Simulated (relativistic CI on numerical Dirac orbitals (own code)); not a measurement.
Computed by Dirac-Coulomb-Breit CI, separate exchange-only KLI orbitals for each configuration, model QED (radiative potential, 1s self-energy scaled to tabulated hydrogen-like ionisation energies), unscaled Slater integrals (own radial code, finite nucleus).

The strongest absorption lines from the ground level of an ion, among the configurations computed and to levels below about 127 eV (vacuum wavelength in Å, gf): 109.29 (0.091), 109.84 (0.00041), 125.66 (2.9e-06), 143.69 (0.22), 144.29 (0.0085), 166.96 (0.0039), 511.02 (1.2), 782.75 (0.00036).

(1) Which ion is it?
A. P³⁺
B. K⁵⁺
C. V¹¹⁺
D. K⁷⁺

## Answers

(1) D. K⁷⁺ has 12 electrons and the ground level 3s2 1S_0; the strongest line goes to 3s 3p 1P°_1. The pattern of lines fixes the number of electrons, and along that sequence the line energies rise steadily with the charge (about as its square where n changes within one kind of shell, about linearly where n is kept but much faster in heavy ions where fine structure, which grows about as Z⁴, sets the gap, and irregularly where shells cross), which fixes Z. Configurations outside the model, such as inner-shell arrays, can give stronger lines. At this charge configurations can still be misplaced by up to about 7 % of their energy. 55 of the 64 excited levels that our extract of the measured tables holds in this range could be paired (the sources list more); they are missed by 2871 cm⁻¹ on average and 15116 at most, and levels without a partner can miss by more.
